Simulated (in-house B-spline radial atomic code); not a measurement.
Successive ionisation energies of thallium; each step leads to the configuration of the next row (after the last: [Kr] 4d10 4f1). NIST's values go from ground level to ground level; the uncertainty of those that are theory runs from under 0.1 % in few-electron ions to several per cent in heavy many-electron ones. Computed with a radial B-spline atomic code at the basis-set limit: non-relativistic Hartree-Fock, average of the configuration, point nuclei.

This level leaves out relativity, spin-orbit splitting included, which matters for heavy ions.

| ion | configuration | ionisation energy (eV) | tabulated value (eV) | tabulated kind | computed minus tabulated (eV) | highest orbital | largest mean radius (bohr) |
| --- | --- | --- | --- | --- | --- | --- | --- |
| Tl23+ | [Kr] 4d10 4f12 | 730.4 | 700 | tabulated theory | 30.4 | 4f | 0.42824 |
| Tl24+ | [Kr] 4d10 4f11 | 780.6 | 760 | tabulated theory | 20.6 | 4f | 0.42518 |
| Tl25+ | [Kr] 4d10 4f10 | ? | ? | tabulated theory | ? | ? | ? |
| Tl26+ | [Kr] 4d10 4f9 | 884.5 | 880 | tabulated theory | 4.5 | 4f | 0.42048 |
| Tl27+ | [Kr] 4d10 4f8 | ? | ? | tabulated theory | ? | ? | ? |
| Tl28+ | [Kr] 4d10 4f7 | 992.8 | 990 | tabulated theory | 2.8 | 4f | 0.4157 |
| Tl29+ | [Kr] 4d10 4f6 | ? | ? | tabulated theory | ? | ? | ? |
| Tl30+ | [Kr] 4d10 4f5 | 1105.4 | 1110 | tabulated theory | -4.6 | 4f | 0.41125 |
| Tl31+ | [Kr] 4d10 4f4 | 1163.4 | 1170 | tabulated theory | -6.6 | 4f | 0.40911 |
| Tl32+ | [Kr] 4d10 4f3 | 1222.4 | 1230 | tabulated theory | -7.6 | 4f | 0.40696 |
| Tl33+ | [Kr] 4d10 4f2 | 1282.4 | 1290 | tabulated theory | -7.6 | 4f | 0.4048 |

**Question.** Fill in the row of Tl25+.

**Answer.** ionisation energy (eV): 832.0; tabulated value (eV): 820; computed minus tabulated (eV): 12.0; highest orbital: 4f; largest mean radius (bohr): 0.42284.

**Question.** Fill in the row of Tl27+.

**Answer.** ionisation energy (eV): 938.1; tabulated value (eV): 930; computed minus tabulated (eV): 8.1; highest orbital: 4f; largest mean radius (bohr): 0.4181.

**Question.** Fill in the row of Tl29+.

**Answer.** ionisation energy (eV): 1048.6; tabulated value (eV): 1060; computed minus tabulated (eV): -11.4; highest orbital: 4f; largest mean radius (bohr): 0.41337.
